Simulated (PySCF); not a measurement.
These are PBE-D3(BJ)/def2-TZVP // PBE0-D4/def2-SVP run with PySCF 2.14.0 values and carry that method's errors. Gas-phase values, no solvent. One relaxed conformer stands for a flexible species; it need not be the lowest. Excitations are Tamm–Dancoff values on a coarser integration grid. The basis has no diffuse functions, so Rydberg states are missing or too high.

Reference species (SMILES): `[OH][Sn]([OH])([OH])[OH]` (neutral, multiplicity 1).

```yaml
brightest of the four lowest singlets (TDA): 5.12 eV
T1 excitation (TDA): 4.36 eV
LUMO: -2.81 eV
```

Changed species: `C[O][Sn]([OH])([OH])[OH]` (1 of 4 OH replaced by OCH3; the reference has 0 of 4 OH replaced by OCH3).

### Question
Give the shifts of the brightest of the four lowest singlets (TDA), T1 excitation (TDA) and LUMO.

### Answer
the brightest of the four lowest singlets (TDA) drops by 0.43 eV, to 4.69 eV; the T1 excitation (TDA) drops by 0.79 eV, to 3.57 eV; the LUMO goes up by 0.04 eV, to -2.77 eV.
